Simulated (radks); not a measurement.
The numbers below are computed, except where a source is named.
Valence configurations of W I (all share [Xe]). Level of theory: Dirac Kohn-Sham, BLYP, spin-unpolarised, spherical densities, finite nucleus; open shells fill j = l - 1/2 first; Fermi nuclear charge, rms radius 5.3658 fm (a radial shooting solver on a logarithmic mesh with Libxc functionals). Order these by energy: 4f14 5d4.5 6s1.5; 4f13 5d5 6s2; 4f14 5d4 6s2; 4f13.5 5d4.5 6s1.5 6p0.5; 4f13 5d4 6s2 6p1; 4f14 5d5 6s1; 4f14 5d2 6s2 6p2; 4f13 5d2 6s2 6p3; 4f14 5d4 6s1.5 6p0.5; 4f14 5d3 6s2 6p1.

Answer. From the lowest, in eV above it: 4f14 5d4 6s2 0.000; 4f14 5d4.5 6s1.5 0.921; 4f14 5d5 6s1 1.977; 4f14 5d4 6s1.5 6p0.5 1.979; 4f14 5d3 6s2 6p1 3.774; 4f14 5d2 6s2 6p2 9.384; 4f13.5 5d4.5 6s1.5 6p0.5 16.759; 4f13 5d5 6s2 31.477; 4f13 5d4 6s2 6p1 35.552; 4f13 5d2 6s2 6p3 52.485. NIST lists [Xe] 4f14 5d4 6s2 as the ground configuration; this level of theory agrees among the configurations tried. The energies are those of spherical spin-averaged densities, not of single terms.
